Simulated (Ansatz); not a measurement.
`[NH2][Ta]([NH2])([NH2])=[S]` and `[NH2][Ta]([NH2])(=[S])[Cl]` differ in one atom or group.

Ansatz, PBE0-D4/def2-TZVP geometries, multiplicity 1. Each molecule was computed in one conformer, which needn't be the lowest.

Elements past krypton have def2 core potentials.

| property | `[NH2][Ta]([NH2])([NH2])=[S]` |
| --- | --- |
| LUMO energy (ωB97M-V/def2-TZVPP) / eV | 1.25 |
| HOMO–LUMO gap (ωB97M-V/def2-TZVPP) / eV | 10.26 |
| HOMO energy (B3LYP/def2-TZVPP) / eV | -6.64 |
| HOMO energy (PBE/def2-TZVPP) / eV | -5.74 |
| LUMO energy (PBE/def2-TZVPP) / eV | -1.46 |
| HOMO energy (ωB97M-V/def2-TZVPP) / eV | -9.01 |

(1) Give the same properties after the change, and the shifts. (An estimate is asked.)

Answers

(1) Computed: 
```json
{"property": "LUMO energy (ωB97M-V/def2-TZVPP) / eV", "`[NH2][Ta]([NH2])(=[S])[Cl]`": "0.62", "shift": "-0.63"}
{"property": "HOMO–LUMO gap (ωB97M-V/def2-TZVPP) / eV", "`[NH2][Ta]([NH2])(=[S])[Cl]`": "10.20", "shift": "-0.06"}
{"property": "HOMO energy (B3LYP/def2-TZVPP) / eV", "`[NH2][Ta]([NH2])(=[S])[Cl]`": "-7.23", "shift": "-0.59"}
{"property": "HOMO energy (PBE/def2-TZVPP) / eV", "`[NH2][Ta]([NH2])(=[S])[Cl]`": "-6.34", "shift": "-0.60"}
{"property": "LUMO energy (PBE/def2-TZVPP) / eV", "`[NH2][Ta]([NH2])(=[S])[Cl]`": "-2.24", "shift": "-0.78"}
{"property": "HOMO energy (ωB97M-V/def2-TZVPP) / eV", "`[NH2][Ta]([NH2])(=[S])[Cl]`": "-9.59", "shift": "-0.58"}
```

With PBE0 the HOMO falls by 0.60 eV and the LUMO falls by 0.81 eV, so the gap narrows by about 0.21 eV. PBE moves the HOMO by -0.60 eV and ωB97M-V by -0.58 eV. The zero-point energy changes by -62.6 kJ/mol with -6 modes.

Positive LUMOs are unbound, so they and the gaps depend on the basis.

B3LYP here is the variant with VWN-RPA as its local correlation; programs differ in this.
